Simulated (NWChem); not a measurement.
# CH$_{5}$NOSi$_{2}$; SMILES N1[SiH2]O[SiH2]C=1

```xyz
10

C     -1.4373     0.4438     0.0000
N     -1.3089    -0.8275     0.0000
Si     0.3861    -1.3580     0.0000
O      1.2182     0.1033     0.0000
Si     0.2092     1.4410     0.0000
H     -2.4553     0.8817     0.0000
H      0.6808    -2.1496     1.2239
H      0.6808    -2.1496    -1.2239
H      0.4005     2.2796    -1.2187
H      0.4005     2.2796     1.2187
```
Atoms are numbered in this order, from 1.

All runs: NWChem. Medium grid unless said otherwise, to which SCAN and Minnesota functionals are sensitive. Geometry: optimised at PBE0/def2-SVP. Total energies of different functionals are on different scales.

| level | energy (Ha) | highest occupied level (eV) | orbital gap (eV) | dipole (D) | relative time |
|---|---|---|---|---|---|
| PBE/def2-TZVP | -749.7391 | -5.74 | 3.25 | 1.03 | 1 |
| B3LYP/def2-TZVP | -750.2852 | -6.84 | 5.22 | 1.18 | 1 |
| Hartree-Fock/def2-TZVP | -748.1391 | -10.35 | 12.99 | 1.52 | 1 |
| r2SCAN/def2-TZVP | -750.0981 | -5.97 | 3.65 | 1.11 | 2 |
| CAM-B3LYP/def2-TZVP | -750.1860 | -8.43 | 8.25 | 1.28 | 20 |
| M06-2X/def2-TZVP | -750.1352 | -8.29 | 7.93 | 1.25 | 2 |

Relative times are rough (shared machine, one core).
